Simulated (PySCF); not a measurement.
C$_{5}$H$_{13}$O$_{2}$Si, doublet, geometry from GFN2-xTB; DF-M06/def2-SV(P) (PySCF).

Input for PySCF:
```python
from pyscf import gto, scf, dft

mol = gto.M(
    atom='''
C    -0.536084    1.597414   -1.871818
Si   -0.117366    0.938428   -0.195228
O    -1.026667   -0.322038    0.287788
C    -2.410923   -0.385947    0.474641
C    -2.770103   -1.681093    1.188585
O     1.396561    0.400618   -0.356988
C     2.182253   -0.314634    0.555323
C     3.411890   -0.861197   -0.154675
H    -1.554598    1.742978   -2.184757
H     0.202538    1.999012   -2.539716
H    -0.216313    1.979108    0.846769
H    -2.747467    0.477240    1.062355
H    -2.908769   -0.341472   -0.502234
H    -2.431122   -2.531904    0.603410
H    -2.285934   -1.715382    2.161227
H    -3.846348   -1.746372    1.323586
H     1.596478   -1.134162    0.986002
H     2.482845    0.355616    1.371043
H     3.986719   -0.043298   -0.581160
H     3.108586   -1.525987   -0.958968
H     4.035169   -1.409270    0.546898
''',
    basis='def2-sv(p)',
    charge=0,
    spin=1,
    verbose=3,
)

mf = dft.UKS(mol)
mf.xc = 'm06'
mf = mf.density_fit(auxbasis='def2-universal-jkfit')
mf.kernel()
mf.analyze()
```

**Question.** What does PySCF print? Leave out banner, timings and long lists.

**Answer.** 
```
converged SCF energy = -637.684879406229  <S^2> = 0.7552689  2S+1 = 2.005262
**** MO energy ****
                             alpha | beta                alpha | beta
MO #1   energy= -66.2852170142963  | -66.2853575174572  occ= 1 | 1
MO #2   energy= -19.2001059775041  | -19.2000197599315  occ= 1 | 1
MO #3   energy= -19.1959086074393  | -19.1957633882159  occ= 1 | 1
MO #4   energy= -10.2973687264935  | -10.297361085197   occ= 1 | 1
MO #5   energy= -10.288964174229   | -10.2889764455404  occ= 1 | 1
MO #6   energy= -10.2397467585692  | -10.2304867994313  occ= 1 | 1
MO #7   energy= -10.2304907326819  | -10.2273770947264  occ= 1 | 1
MO #8   energy= -10.2247455538492  | -10.224745633305   occ= 1 | 1
MO #9   energy= -5.39975165632298  | -5.39994179995607  occ= 1 | 1
MO #10  energy= -3.72332740036277  | -3.72349149196809  occ= 1 | 1
MO #11  energy= -3.72164834259636  | -3.72183079004712  occ= 1 | 1
MO #12  energy= -3.71954797245049  | -3.71980977574167  occ= 1 | 1
MO #13  energy= -1.03953040017682  | -1.03920296242262  occ= 1 | 1
MO #14  energy= -1.02022026671034  | -1.01992818647417  occ= 1 | 1
MO #15  energy= -0.759822589521076 | -0.759316892684968 occ= 1 | 1
MO #16  energy= -0.749333987136437 | -0.7491297355709   occ= 1 | 1
MO #17  energy= -0.688857115470089 | -0.650959997178655 occ= 1 | 1
MO #18  energy= -0.629804369083862 | -0.625387533115699 occ= 1 | 1
MO #19  energy= -0.617536659848335 | -0.613911610939387 occ= 1 | 1
MO #20  energy= -0.550631553248295 | -0.548170486185168 occ= 1 | 1
MO #21  energy= -0.509758344527387 | -0.509100572011822 occ= 1 | 1
MO #22  energy= -0.489338667364668 | -0.488963900086223 occ= 1 | 1
MO #23  energy= -0.480840626113421 | -0.48045833488947  occ= 1 | 1
MO #24  energy= -0.445358271102873 | -0.442726307171397 occ= 1 | 1
MO #25  energy= -0.438958102884992 | -0.433062201541284 occ= 1 | 1
MO #26  energy= -0.42573252795907  | -0.422096107352124 occ= 1 | 1
MO #27  energy= -0.421946748128969 | -0.412720848562442 occ= 1 | 1
MO #28  energy= -0.396584217616276 | -0.395675990155898 occ= 1 | 1
MO #29  energy= -0.392134465917353 | -0.391616926314431 occ= 1 | 1
MO #30  energy= -0.385931780501596 | -0.384498543559364 occ= 1 | 1
MO #31  energy= -0.377724987109938 | -0.376901645499001 occ= 1 | 1
MO #32  energy= -0.358144594469403 | -0.353041251670907 occ= 1 | 1
MO #33  energy= -0.32207896163661  | -0.320349519443354 occ= 1 | 1
MO #34  energy= -0.317267632238699 | -0.316739622189856 occ= 1 | 1
MO #35  energy= -0.295938246270445 | -0.295279314884163 occ= 1 | 1
MO #36  energy= -0.290189809200652 | -0.287412835365754 occ= 1 | 1
MO #37  energy= -0.245505861829103 | -0.061349528478408 occ= 1 | 0
MO #38  energy= 0.0564096073669043 | 0.0569648974550434 occ= 0 | 0
MO #39  energy= 0.074073336978556  | 0.0747974443694757 occ= 0 | 0
MO #40  energy= 0.0832749431413231 | 0.0867202025020824 occ= 0 | 0
MO #41  energy= 0.0871614608143281 | 0.0879941543191645 occ= 0 | 0
MO #42  energy= 0.109185733532975  | 0.111274963910302  occ= 0 | 0
MO #43  energy= 0.113668761105842  | 0.114743378259592  occ= 0 | 0
MO #44  energy= 0.121145988497079  | 0.123177969609834  occ= 0 | 0
MO #45  energy= 0.124406955289626  | 0.126830560748998  occ= 0 | 0

To work with the spin densities directly, `use mulliken_meta_spin()` only printing them here.

 ** Mulliken spin pop alpha/beta on meta-lowdin orthogonal AOs **
 ** Mulliken Spin Density (per atom)  **
spin density of  0 C =      1.03930
spin density of  1 Si =      0.00344
spin density of  2 O =      0.00386
spin density of  3 C =      0.00043
spin density of  4 C =      0.00018
spin density of  5 O =      0.00702
spin density of  6 C =     -0.00047
spin density of  7 C =      0.00001
spin density of  8 H =     -0.03732
spin density of  9 H =     -0.03644
spin density of  10 H =      0.01940
spin density of  11 H =     -0.00007
spin density of  12 H =      0.00004
spin density of  13 H =     -0.00001
spin density of  14 H =      0.00001
spin density of  15 H =      0.00008
spin density of  16 H =      0.00011
spin density of  17 H =      0.00042
spin density of  18 H =     -0.00001
spin density of  19 H =      0.00002
spin density of  20 H =      0.00000
 ** Mulliken pop alpha/beta on meta-lowdin orthogonal AOs **
 ** Mulliken atomic charges   ( Nelec_alpha | Nelec_beta ) **
charge of  0C =     -0.44480  (     3.74205      2.70275 )
charge of  1Si =      1.18296  (     6.41024      6.40680 )
charge of  2O =     -0.64020  (     4.32203      4.31817 )
charge of  3C =      0.07627  (     2.96208      2.96165 )
charge of  4C =     -0.27132  (     3.13575      3.13557 )
charge of  5O =     -0.63152  (     4.31927      4.31225 )
charge of  6C =      0.07494  (     2.96229      2.96277 )
charge of  7C =     -0.27128  (     3.13565      3.13563 )
charge of  8H =      0.10642  (     0.42813      0.46545 )
charge of  9H =      0.11969  (     0.42194      0.45838 )
charge of  10H =     -0.16812  (     0.59376      0.57436 )
charge of  11H =      0.07089  (     0.46452      0.46459 )
charge of  12H =      0.07463  (     0.46270      0.46267 )
charge of  13H =      0.09683  (     0.45158      0.45159 )
charge of  14H =      0.09502  (     0.45250      0.45248 )
charge of  15H =      0.09337  (     0.45335      0.45327 )
charge of  16H =      0.07953  (     0.46029      0.46018 )
charge of  17H =      0.07454  (     0.46294      0.46252 )
charge of  18H =      0.09435  (     0.45282      0.45283 )
charge of  19H =      0.09551  (     0.45226      0.45223 )
charge of  20H =      0.09229  (     0.45386      0.45385 )
Dipole moment(X, Y, Z, Debye): -0.95331, -0.04655,  0.44844
```
